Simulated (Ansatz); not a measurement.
Geometry optimisation, RKS PBE-D4/def2-SVP in Ansatz 0.2.0.

Input file:

```yaml
crystal:
  periodic: [false, false, false]
  atoms:
    - { symbol: Ge, position_ang: [-0.2213, 0.4534, 0.5695] }
    - { symbol: Br, position_ang: [-0.7759, -1.4019, -1.4571] }
    - { symbol: S, position_ang: [1.8698, 0.1188, 0.232] }
    - { symbol: H, position_ang: [1.0874, -0.7916, -1.0936] }
    - { symbol: H, position_ang: [-0.9972, 1.5959, -0.096] }
    - { symbol: H, position_ang: [-0.9628, 0.0255, 1.8452] }
basis:
  gaussian: { orbitals: def2-SVP }
hamiltonian:
  xc: pbe
  dispersion: d4
relax:
  f_tol: 0.15
  max_steps: 25
  restrain:
    - { distance: [3, 1], at: 1.51, k: 30.0 }
    - { distance: [0, 1], at: 3.7, k: 30.0 }
    - { distance: [3, 2], at: 2.66, k: 30.0 }
```

Command:

```bash
$ ansatz run input.yaml --threads 2 --pin off --max-ram 3072MiB --backend cpu --events-out ev --progress --plain --runs-dir out
```

Problem. Where does it end, and by what steps?

Solution. The forces met the threshold. The restraints hold the end off the free minimum. After 6 steps the energy has risen by 0.081 eV (the restraints' own energy left out); Br2 moved furthest, 0.60 Å. Parted: Ge1–Br2. Joined: Br2–H4.

```
step  energy less start (eV)  largest force component (eV/Å)  accepted
   0                  0.0000                           1.392       yes
   1                  0.5063                           1.614       yes
   2                  0.3747                           1.897       yes
   3                  0.1415                           0.778       yes
   4                  0.1079                           0.623       yes
   5                  0.1063                           0.977       yes
   6                  0.0807                           0.603       yes
```

```xyz
6
Properties=species:S:1:pos:R:3
Ge -0.111 0.715 0.824
Br -0.565 -1.721 -1.919
S 1.884 0.341 0.487
H 0.682 -1.130 -1.371
H -0.964 1.712 -0.011
H -0.925 0.083 1.990
```

Whether the end is a true minimum wasn't checked by a vibrational analysis.

Run time: 4.4 s on 2 threads of AMD EPYC 9R45 96-Core Processor (Zen 5), with other jobs on the host, peak memory 0.16 GiB.
